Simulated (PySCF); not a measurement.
CH8ClNSi2, SMILES C[Si@@H](Cl)N[SiH3].

The structure is a stationary point at PBE-D3(BJ)/def2-SVP. The structure was generated by enumeration; whether it is a known compound was not checked. The values are those of a single conformer.

These are TDDFT-ωB97X/def2-SVPD run with PySCF 2.14.0 values and carry that method's errors.

Vertical excitations. Isolated molecule, no solvent.

Computed lowest excited states:
```tsv
state	energy (eV)	λ (nm)	f	main pairs
S1	6.90	180	0.012	HOMO→LUMO 83 %
S2	7.93	156	0.009	HOMO→LUMO+3 46 %, HOMO→LUMO+1 19 %
S3	8.12	153	0.098	HOMO→LUMO+2 32 %, HOMO→LUMO+1 20 %, HOMO→LUMO+3 18 %, HOMO→LUMO+5 13 %
S4	8.25	150	0.076	HOMO→LUMO+2 33 %, HOMO→LUMO+1 23 %, HOMO→LUMO+6 15 %, HOMO→LUMO+3 5 %
S5	8.34	149	0.030	HOMO−1→LUMO+2 61 %, HOMO−1→LUMO 11 %
S6	8.40	148	0.014	HOMO→LUMO+4 42 %, HOMO→LUMO+6 10 %, HOMO→LUMO+5 9 %, HOMO→LUMO+2 8 %
S7	8.45	147	0.022	HOMO→LUMO+5 46 %, HOMO→LUMO+6 22 %, HOMO→LUMO+1 11 %
S8	8.61	144	0.025	HOMO−1→LUMO 50 %, HOMO−1→LUMO+2 10 %, HOMO−1→LUMO+4 8 %, HOMO−1→LUMO+1 8 %
S9	8.73	142	0.011	HOMO−2→LUMO+2 32 %, HOMO−2→LUMO 23 %, HOMO−3→LUMO 10 %, HOMO−2→LUMO+4 5 %
S10	8.78	141	0.001	HOMO−3→LUMO 37 %, HOMO−2→LUMO+2 15 %, HOMO−1→LUMO+1 6 %
T1	6.59	188	0	HOMO→LUMO 73 %, HOMO→LUMO+1 14 %
T2	7.69	161	0	HOMO→LUMO+2 42 %, HOMO→LUMO+3 27 %, HOMO→LUMO+8 9 %
T3	7.74	160	0	HOMO→LUMO+2 22 %, HOMO→LUMO+1 17 %, HOMO→LUMO+3 17 %, HOMO→LUMO+6 9 %
T4	7.93	156	0	HOMO−1→LUMO+2 64 %, HOMO−1→LUMO+4 10 %
```
Triplets are in the Tamm–Dancoff approximation, which puts them higher than full response would, so one can lie above its singlet here.
